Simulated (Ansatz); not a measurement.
Reaction (formal exchange of groups at the Si–S bond): `[SiH3]S[CH2][GeH3]` + `CC=S` → `CC([SiH3])=S` + `S[CH2][GeH3]`

Computed with Ansatz on PBE0-D4/def2-TZVP structures; ΔE is electronic, products minus reactants. CCSD(T)/CBS is the MP2 limit (def2-TZVPP, def2-QZVPP) plus CCSD(T) − MP2 in def2-TZVPP, frozen cores. Functionals use def2-TZVPP. B3LYP here is the variant with VWN-RPA as its local correlation; programs differ in this. For Ge outer-core shells are correlated without core-valence functions, which leaves a few kJ/mol of doubt a bond. Scalar relativity is left out up to krypton. Each species was taken in one conformer, which may not be the lowest.

`[SiH3]S[CH2][GeH3]`:

```xyz
12

Si   -1.868   -0.847    1.426
S     0.153   -0.212    1.242
C     0.172    0.157   -0.536
Ge    1.954    0.801   -1.064
H    -2.079   -1.201    2.852
H    -2.800    0.239    1.023
H    -2.130   -2.027    0.559
H    -0.063   -0.739   -1.113
H    -0.564    0.929   -0.772
H     2.998   -0.282   -0.758
H     1.942    1.101   -2.573
H     2.285    2.081   -0.283
```

`CC=S`:

Z-matrix (Å, degrees):
```
C
C 1 1.482
H 1 1.096 2 109.7
H 1 1.096 2 109.7 3 116.1
H 1 1.089 2 111.8 3 -122.0
S 2 1.608 1 126.2 3 122.0
H 2 1.094 1 114.7 3 -58.0
```

`CC([SiH3])=S`:

Cartesian coordinates in Å:
```
C -1.175 0.773 0.459
C -0.426 -0.486 0.192
Si 1.326 -0.425 -0.527
S -1.029 -1.962 0.475
H -1.258 1.360 -0.464
H -2.169 0.577 0.861
H -0.610 1.400 1.158
H 1.307 -1.062 -1.866
H 2.242 -1.158 0.379
H 1.793 0.984 -0.666
```

`S[CH2][GeH3]`:

Z-matrix (Å, degrees):
```
C
Ge 1 1.962
S 1 1.808 2 112.6
H 1 1.091 2 111.2 3 -125.2
H 1 1.092 2 108.8 3 116.5
H 2 1.541 1 110.6 3 176.5
H 2 1.539 1 108.3 3 56.9
H 2 1.535 1 109.4 3 -62.4
H 3 1.343 1 97.4 2 -52.6
```

| level | ΔE (kJ/mol) |
| --- | --- |
| PBE-D4 | 61.5 |
| B3LYP-D4 | 61.8 |
| r2SCANh | 65.0 |
| MP2/def2-SVP | 56.9 |

What does CCSD(T)/CBS give? (An estimate is asked.)

The calculation gave: +62.6 kJ/mol. The listed levels differ from it by -1.1, -0.8, 2.4, -5.7 kJ/mol.

Largest T1 diagnostic among the species: 0.016.

At CCSD(T), def2-SVP lies −7.5 kJ/mol from the extrapolated value and def2-TZVPP −1.4 kJ/mol. In def2-TZVPP, CCSD(T) changes the Hartree–Fock value by −8.4 kJ/mol (the triples alone add −1.1 kJ/mol) and MP2 by −6.0 kJ/mol.
